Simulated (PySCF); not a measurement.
Compound: C2H2BF5O2.
Cartesian coordinates in Å at the PBE0-D3(BJ)/def2-SVP level; atoms count from 1:
```
atom  x, y, z in Å
F1     3.1425   -0.6850    1.1206
C2     2.0465   -0.4241    0.4157
F3     2.3942    0.3105   -0.6477
O4     1.2056    0.3068    1.2182
B5    -0.1012    0.5024    0.9281
O6    -0.5998   -0.1045   -0.2025
C7    -1.8854    0.0334   -0.5949
F8    -2.7271   -0.3999    0.3369
F9    -2.1762    1.3024   -0.8538
F10   -2.0704   -0.6755   -1.6906
H11    1.5885   -1.3655    0.0696
H12   -0.7773    1.1722    1.6566
```

All values: PBE0/pcSseg-1 and CAM-B3LYP/def2-SVPD (PySCF, non-relativistic), on one gas-phase PBE0-D3(BJ)/def2-SVP geometry that isn't relaxed in the solvent. The solvent is an IEF-PCM continuum (Bondi radii, 1.10 Å for H, scaled by 1.2). Specific hydrogen bonds and non-electrostatic terms are outside this model.

Gas phase at PBE0/pcSseg-1: HOMO -10.45 eV, LUMO -0.56 eV, dipole 1.15 D.

What does the continuum do to the energy, the frontier levels and the dipole at PBE0/pcSseg-1 in cyclohexane and chloroform?

```tsv
solvent	ε	E(solvent) − E(gas) (kJ/mol)	polarisation term (kJ/mol)	distortion of the solute (kJ/mol)	HOMO (eV)	LUMO (eV)	dipole (D)
cyclohexane	2.017	-5.58	-5.81	0.23	-10.33	-0.41	1.24
chloroform	4.711	-10.25	-11.03	0.78	-10.25	-0.32	1.33
```

The first energy column is the sum of the next two and covers electrostatics alone. From cyclohexane to chloroform the lowering changes by a factor 1.84, Onsager's factor (ε − 1)/(2ε + 1) by 1.76 and ε itself by 2.3.

Which radius a makes the point-dipole formula ΔE = −[(ε − 1)/(2ε + 1)]·μ²/a³ give the value in chloroform, with the gas-phase dipole?

μ = 0.452 au and |ΔE| = 0.00390 Eh give a = 1.40 Å; the farthest nucleus lies 3.36 Å from the centroid of the nuclei, so such a sphere wouldn't even hold the nuclei. The formula assumes a rigid point dipole at the centre of a sphere.

Give the dipole vector in the frame of the coordinates (D, pointing from negative to positive charge), gas and chloroform.

Gas (-0.78, -0.78, 0.31), solvent (-0.91, -0.92, 0.34). Its length changes by +16 % and its direction by 1°.

Which Hirshfeld charges (PBE0/pcSseg-1) respond most in chloroform (means over atoms taken as equivalent)?

```
atoms              environment  gas (e)  solvent (e)  change
  H11         methine hydrogen   +0.053       +0.064  +0.011
F1/F3  fluorine of a CF2 group   -0.095       -0.102  -0.007
   O4       boron-bound oxygen   -0.172       -0.176  -0.004
   B5   three-coordinate boron   +0.241       +0.245  +0.004
  H12             B–H hydrogen   -0.042       -0.039  +0.003
   O6       boron-bound oxygen   -0.178       -0.176  +0.002
```

Which Mayer bond orders change most in chloroform?

```csv
bond,length (Å),gas,solvent,change
F1–C2,1.329,1.035,1.025,-0.010
O4–B5,1.353,1.182,1.174,-0.008
C2–F3,1.338,0.987,0.980,-0.007
O6–C7,1.351,1.010,1.014,+0.004
C7–F10,1.318,1.072,1.068,-0.004
B5–O6,1.377,1.035,1.032,-0.003
C7–F8,1.328,1.028,1.026,-0.002
C7–F9,1.327,1.030,1.028,-0.002
```

How do the nuclear quadrupole coupling constants eQVzz/h respond in chloroform?

```csv
nucleus,Q (barn),gas (MHz),solvent (MHz),η gas,η solvent
17O at O4,-0.0256,-8.97,-8.98,0.04,0.05
11B at B5,0.04059,3.55,3.58,0.56,0.56
17O at O6,-0.0256,-9.67,-9.73,0.12,0.13
```

Gas phase at CAM-B3LYP/def2-SVPD: HOMO -12.06 eV, LUMO 0.36 eV, dipole 1.20 D.

What does the continuum do to the energy, the frontier levels and the dipole at CAM-B3LYP/def2-SVPD in chloroform?

| solvent | ε | E(solvent) − E(gas) (kJ/mol) | polarisation term (kJ/mol) | distortion of the solute (kJ/mol) | HOMO (eV) | LUMO (eV) | dipole (D) |
| --- | --- | --- | --- | --- | --- | --- | --- |
| chloroform | 4.711 | -10.66 | -11.68 | 1.02 | -11.84 | 0.63 | 1.43 |

How does the static polarisability (CAM-B3LYP/def2-SVPD, frozen core, with the continuum's full static response) change?

| medium | isotropic (au) | principal values (au) | ⟨r²⟩ of the electrons (bohr²) |
| --- | --- | --- | --- |
| gas | 50.6 | 43.3, 48.7, 59.9 | 1752.7 |
| chloroform | 57.8 | 50.1, 56.6, 66.6 | 1753.6 |

The isotropic value in chloroform is 1.14 times the gas-phase one; no cavity-field correction is applied. ⟨r²⟩ is taken about the centre of nuclear charge.

Hardware: one thread, Intel Xeon at 2.50 GHz (x86_64), on a shared host. Cost: 60 s of wall time, 0.97 GiB resident at most. This is the whole shielding run at PBE0/pcSseg-1 in chloroform, SCF included.
